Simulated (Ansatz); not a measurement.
C2H3O2, SMILES C(C)(=O)[O] (connectivity only; charge and spin as stated), charge -1, multiplicity 1. Atoms are numbered in the order given.

```xyz
7

C     -1.3235    -0.2721    -0.0169
C      0.1966     0.0345    -0.0013
O      0.9635    -0.9531    -0.0475
O      0.4926     1.2490     0.0652
H     -1.7633     0.0328     0.9464
H     -1.5202    -1.3412    -0.1817
H     -1.8179     0.3256    -0.7985
```
Charge -1, spin multiplicity 1.

Geometry optimised at PBE0-D3(BJ)/def2-SVPD. The multiplicity is an assumed one; other spin states were not compared. The isomer is the one that the SMILES or the coordinates give; other isomers of the formula were not compared.

Two levels are set side by side: PBE-D3(BJ)/def2-SVPD (Ansatz, a quantum-chemistry and plane-wave program) and PBE0-D3(BJ)/def2-SVPD (Ansatz). Each level has its own optimised geometry; the coordinates shown are those of the second. Differences are taken from unrounded values.

```csv
quantity,PBE0-D3(BJ)
mean bond length (Å),1.226
bond C1–C2 (Å),1.551
bond C2–O3 (Å),1.251
bond C2–O4 (Å),1.252
bond C1–H5 (Å),1.102
bond C1–H6 (Å),1.099
bond C1–H7 (Å),1.101
```

Question: What does PBE-D3(BJ) give, and how far is it from PBE0-D3(BJ)? (Estimate from the structure and the level; the computed values follow.)

Answer: 
```json
[
 {"quantity": "mean bond length (Å)", "PBE-D3(BJ)": "1.237", "PBE-D3(BJ) minus PBE0-D3(BJ)": "0.011"},
 {"quantity": "bond C1–C2 (Å)", "PBE-D3(BJ)": "1.565", "PBE-D3(BJ) minus PBE0-D3(BJ)": "0.014"},
 {"quantity": "bond C2–O3 (Å)", "PBE-D3(BJ)": "1.266", "PBE-D3(BJ) minus PBE0-D3(BJ)": "0.015"},
 {"quantity": "bond C2–O4 (Å)", "PBE-D3(BJ)": "1.266", "PBE-D3(BJ) minus PBE0-D3(BJ)": "0.014"},
 {"quantity": "bond C1–H5 (Å)", "PBE-D3(BJ)": "1.110", "PBE-D3(BJ) minus PBE0-D3(BJ)": "0.008"},
 {"quantity": "bond C1–H6 (Å)", "PBE-D3(BJ)": "1.108", "PBE-D3(BJ) minus PBE0-D3(BJ)": "0.008"},
 {"quantity": "bond C1–H7 (Å)", "PBE-D3(BJ)": "1.110", "PBE-D3(BJ) minus PBE0-D3(BJ)": "0.008"}
]
```

Exact exchange shortens and stiffens bonds; PBE has none. Differences between two approximate levels are no errors against the true value.
